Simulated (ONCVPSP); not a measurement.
## Plane-wave convergence, ONCV potential for oxygen

ONCVPSP 4.0.1 input, shortened (lines: element, Z, core and valence counts, functional; n l f; lmax; l rc ep ncon nbas qcut; lloc lpopt rc5 dvloc0; l nproj debl; icmod fcfact rcfact), PBE, non-relativistic:

```
  O 8.00    1    2        4      upf
    1    0    2.00
    2    0    2.00
    2    1    3.50
    1
    0    0.95    0.00    4    7    6.60
    1    2.10    0.00    4    8    8.40
    4    4    0.65    3.00
    0    1    4.00
    1    2    0.60
    3    5.25    1.45
```

Problem. For each optimised wave give the share of its norm inside rc, the residual kinetic energy above qcut (Ha) and the cutoffs (Ha) for errors of 10, 1, 0.1 and 0.01 mHa per electron.

Solution.

| wave | norm inside rc | residual KE | 10 mHa | 1 mHa | 0.1 mHa | 0.01 mHa |
| --- | --- | --- | --- | --- | --- | --- |
| 2s | 0.426 | 8.1e-03 | 20.6 | 100.8 | 133.2 | 176.1 |
| 2p | 0.912 | 1.7e-09 | 15.8 | 20.2 | 24.1 | 27.2 |
| p projector 2 | 0.047 | 1.3e-09 | 11.1 | 16.9 | 21.6 | 25.5 |

The occupied waves need 101 Ha and 133 Ha for 1 and 0.1 mHa. Its largest configuration-test error is +490 meV.
